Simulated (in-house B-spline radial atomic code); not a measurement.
Settings and results of a run for Ga⁶⁺ (an excited or competing configuration). Method: scalar-relativistic (X2C) TPSSh, spin-polarised, spherical fractional occupations, exact exchange averaged over the configuration, Fermi nucleus of rms radius 3.9973 fm. Calculated with a B-spline radial code for spherical atoms.

Command:
```bash
python run_scf.py task.json out
```
Settings (nuclear radius in fm, mass in u):
```
Z                31
configuration    [Ne] 3s2 3p5 3d7 4d1
hamiltonian      x2c
method           tpssh
spin_polarised   True
nucleus          fermi
rms_radius       3.9973
atomic_mass      68.92557
speed_of_light   137.035999084
exact_exchange   averaged over the configuration
```

Output (hartree, bohr):
```
 radial grid: 67 intervals, B-splines of order 8, outer radius 15.5224 bohr

 iter        energy (Eh)    residual
    1       -1926.062770    4.73e-02
    2       -1926.065390    1.30e-03
    3       -1926.065408    4.32e-04
    4       -1926.065410    1.91e-04
    5       -1926.065411    2.70e-05
    6       -1926.065411    1.08e-05
    7       -1926.065411    1.81e-06
    8       -1926.065411    6.78e-08

 total energy                     -1926.06541
 kinetic                            1964.5612
 electron-nucleus                  -4526.9115
 Hartree                             707.7270
 exact exchange                       -6.8361
 exchange-correlation                -64.6060

 orbital      occ     eigenvalue          <r>       <r^2>       <1/r>       r_max
 1s up      1.000      -382.2272    0.0482018  0.00313841     31.8997     0.03136
 1s down    1.000      -382.1973    0.0481991  0.00313802      31.901     0.03136
 2s up      1.000       -52.0014     0.217234   0.0557345     6.95111      0.1821
 2s down    1.000       -51.8814      0.21691   0.0555485     6.96077       0.182
 2p up      3.000       -45.8908     0.190523   0.0445018      6.7249      0.1462
 2p down    3.000       -45.7716     0.190239   0.0443483     6.73194      0.1461
 3s up      1.000       -10.4622     0.626055     0.44924     2.29151      0.5549
 3s down    1.000       -10.1485     0.629528    0.454398     2.27432      0.5561
 3p up      3.000        -8.5662      0.63903    0.475458      2.1486      0.5532
 3p down    2.000        -8.2655      0.64387    0.483063     2.13069       0.555
 3d up      5.000        -5.4751     0.651609     0.51368     1.90842      0.4995
 3d down    2.000        -5.2020     0.661343    0.531142     1.88879      0.5022
 4d up      1.000        -2.0571      1.98887     4.49128     0.66048       1.844
```

Cost of the run: 0.51 s on 1 thread of Arm Neoverse N1, on a shared host.

One-electron X2C: radii and densities carry no picture-change correction, so inner-shell <1/r> comes out high (for 1s by about 2 % at Z = 33, 5 % at 54, 10 % at 75, 30 % at 118) and <r> low.
